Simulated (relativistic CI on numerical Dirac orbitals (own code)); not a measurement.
Method of calculation: Dirac-Coulomb-Breit CI, KLI orbitals optimised for each configuration, model QED, unscaled Slater integrals (own radial code, finite nucleus).

Configurations in the expansion (outside the closed core [Ar]): 3d10 4s2, 3d10 4s 4p, 3d10 4p2, 3d10 4s 4d, 3d10 4s 4f, 3d10 4d2, 3d10 4p 4d, 3d10 4s 5s, 3d10 4f2, 3d10 4s 5p, 3d10 4p 4f, 3d10 4s 5d, 3d10 4p 5s, 3d10 4s 6s, 3d10 4s 6p, 3d10 4s 5f, 3d10 4s 5g, 3d10 4d 4f, 3d10 4s 6d, 3d10 4s 7s, 3d10 4s 7p, 3d10 4s 7d, 3d9 4s2 4p, 3d10 4d 5s, 3d10 5s2, 3d10 4f 5s. Double excitations out of closed p, d and f shells are left out; levels of such configurations are missing from the list, as are those of other unlisted configurations, and high levels can miss mixing partners. These lack a partner that the ground configuration has and come out too high: 3d9 4s2 4p.

At this charge configurations can still be misplaced by up to about 7 % of their energy. 26 of the 26 excited levels that our extract of the measured tables holds in this range could be paired (the sources list more); they are missed by 4017 cm⁻¹ on average and 8128 at most, and levels without a partner can miss by more.

Outline of the computed level scheme of Kr VII. Lowest level of each configuration: 3d10 4s2 1S_0 at 0.0000 eV; 3d10 4s 4p 3P°_0 at 14.0765 eV; 3d10 4p2 3P_0 at 33.8326 eV; 3d10 4s 4d 3D_1 at 42.9693 eV; 3d10 4s 5s 3S_1 at 53.9421 eV; 3d10 4p 4d 3F°_2 at 58.0523 eV; 3d10 4s 5p 3P°_0 at 60.5269 eV; 3d10 4s 4f 1F°_3 at 61.8564 eV; 3d10 4s 5d 3D_1 at 71.1897 eV.

Some strong electric-dipole decays among the lowest 40 levels: 3d10 4p 4d 1F°_3 → 3d10 4s 4d 1D_2 (3.4e+10 s⁻¹); 3d10 4s 4d 1D_2 → 3d10 4s 4p 1P°_1 (3.1e+10 s⁻¹); 3d10 4p 4d 3D°_3 → 3d10 4p2 3P_2 (2.8e+10 s⁻¹); 3d10 4s 4f 1F°_3 → 3d10 4p2 1D_2 (2.3e+10 s⁻¹); 3d10 4s 4f 3F°_4 → 3d10 4s 4d 3D_3 (2.3e+10 s⁻¹); 3d10 4p 4d 3D°_1 → 3d10 4p2 3P_0 (2.2e+10 s⁻¹); 3d10 4s 4d 3D_3 → 3d10 4s 4p 3P°_2 (2.1e+10 s⁻¹); 3d10 4s 5s 1S_0 → 3d10 4s 4p 1P°_1 (2.1e+10 s⁻¹).

LS names give the leading component of a level, which can be under half, so a name can repeat, a term be missing and a line seem to break the LS rules.
